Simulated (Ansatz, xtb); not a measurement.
## Relative energy of two isomers of C7H7Br

Structure X is `C=CC1=CC=C(Br)C1`, a singlet and structure Y is `C=CC1=C(Br)C=CC1`, a singlet. Both are isolated molecules in the gas phase, relaxed with B3LYP/def2-SVP; the shapes shown needn't be the lowest conformers.

X (Å):

```xyz
15

C     1.5942   -0.0998   -0.0657
C     0.5281   -0.8556    0.2563
C    -0.6854   -0.3998    0.9073
C    -1.7675   -1.1676    1.2334
C    -2.7961   -0.3561    1.8772
C    -2.3444    0.9182    1.9477
C    -0.9695    1.0221    1.3444
Br   -3.2469    2.4010    2.6797
H     2.4678   -0.5341   -0.5573
H     1.6326    0.9724    0.1487
H     0.5501   -1.9251    0.0150
H    -1.8602   -2.2390    1.0437
H    -3.7584   -0.7206    2.2362
H    -0.9502    1.7320    0.4986
H    -0.2311    1.3897    2.0789
```

Y (Å):

```yaml
atoms:
  - { symbol: C, position_ang: [-0.6622, 0.4750, -2.8480] }
  - { symbol: C, position_ang: [0.6627, 0.3580, -2.6407] }
  - { symbol: C, position_ang: [1.4101, 0.9624, -1.5565] }
  - { symbol: C, position_ang: [2.7510, 0.8699, -1.3070] }
  - { symbol: C, position_ang: [3.1255, 1.6249, -0.1119] }
  - { symbol: C, position_ang: [2.0111, 2.1970, 0.3945] }
  - { symbol: C, position_ang: [0.8298, 1.8353, -0.4641] }
  - { symbol: Br, position_ang: [4.0252, -0.0888, -2.3248] }
  - { symbol: H, position_ang: [-1.1455, -0.0172, -3.6951] }
  - { symbol: H, position_ang: [-1.3067, 1.0608, -2.1859] }
  - { symbol: H, position_ang: [1.2571, -0.2421, -3.3377] }
  - { symbol: H, position_ang: [4.1423, 1.6919, 0.2750] }
  - { symbol: H, position_ang: [1.9499, 2.8259, 1.2834] }
  - { symbol: H, position_ang: [0.0532, 1.3007, 0.1139] }
  - { symbol: H, position_ang: [0.3369, 2.7335, -0.8802] }
```

Quicker runs give these differences E(Y) − E(X): GFN2-xTB +0.15 kcal/mol; HF/STO-3G −0.03 kcal/mol (at GFN2-xTB geometries); r2SCAN-D4/def2-SVP −0.23 kcal/mol (at GFN2-xTB geometries).

Estimate E(Y) − E(X) at the level CCSD(T)/def2-SVP + ΔMP2/def2-TZVPP.

CCSD(T)/def2-SVP + ΔMP2/def2-TZVPP gives E(Y) − E(X) = −0.60 kcal/mol, slightly favouring structure Y, which is too small a margin to settle the true order.

How the difference moves with the method:

```json
{"level": "GFN2-xTB", "geometry": "GFN2-xTB", "E(Y) − E(X) (kcal/mol)": "+0.15", "departure from the last row (kcal/mol)": "+0.74", "job, with rough time for the two": "optimisation, 0.58 s"}
{"level": "HF/STO-3G", "geometry": "GFN2-xTB", "E(Y) − E(X) (kcal/mol)": "−0.03", "departure from the last row (kcal/mol)": "+0.57", "job, with rough time for the two": "single point, 3.2 s"}
{"level": "r2SCAN-D4/def2-SVP", "geometry": "GFN2-xTB", "E(Y) − E(X) (kcal/mol)": "−0.23", "departure from the last row (kcal/mol)": "+0.37", "job, with rough time for the two": "single point, 17 s"}
{"level": "B3LYP/def2-SVP", "geometry": "B3LYP/def2-SVP", "E(Y) − E(X) (kcal/mol)": "+0.14", "departure from the last row (kcal/mol)": "+0.73", "job, with rough time for the two": "optimisation, 3 min"}
{"level": "HF/def2-SVP", "geometry": "B3LYP/def2-SVP", "E(Y) − E(X) (kcal/mol)": "+0.27", "departure from the last row (kcal/mol)": "+0.87", "job, with rough time for the two": "part of the CCSD(T) run"}
{"level": "MP2/def2-SVP", "geometry": "B3LYP/def2-SVP", "E(Y) − E(X) (kcal/mol)": "−0.67", "departure from the last row (kcal/mol)": "−0.07", "job, with rough time for the two": "part of the CCSD(T) run"}
{"level": "CCSD(T)/def2-SVP", "geometry": "B3LYP/def2-SVP", "E(Y) − E(X) (kcal/mol)": "−0.39", "departure from the last row (kcal/mol)": "+0.20", "job, with rough time for the two": "single point"}
{"level": "CCSD(T)/def2-SVP + ΔMP2/def2-TZVPP", "geometry": "B3LYP/def2-SVP", "E(Y) − E(X) (kcal/mol)": "−0.60", "departure from the last row (kcal/mol)": "", "job, with rough time for the two": "single point, 11 min"}
```

As drawn, both hold the same kinds of bond in the same numbers.

The largest departure from CCSD(T)/def2-SVP + ΔMP2/def2-TZVPP is that of HF/def2-SVP, 0.87 kcal/mol. The last row adds to CCSD(T) the change of the MP2 difference between the two basis sets, here −0.20 kcal/mol.

With thermal terms from frequencies at re-optimised GFN2-xTB minima (ideal gas, soft modes damped towards free rotors, one conformer each, 298.15 K, 1 atm): the zero-point term adds −0.03 kcal/mol; ΔH is −0.63 and ΔG −0.57 kcal/mol.

The correlated steps freeze 16 core orbitals; the filled d shell of Br is correlated, in a basis made for valence electrons. Programs: Ansatz 0.2.0, xtb 6.7.1; the last row on 2 threads of Intel(R) Xeon(R) Processor @ 2.50GHz (Skylake/Cascade Lake) on a shared host.
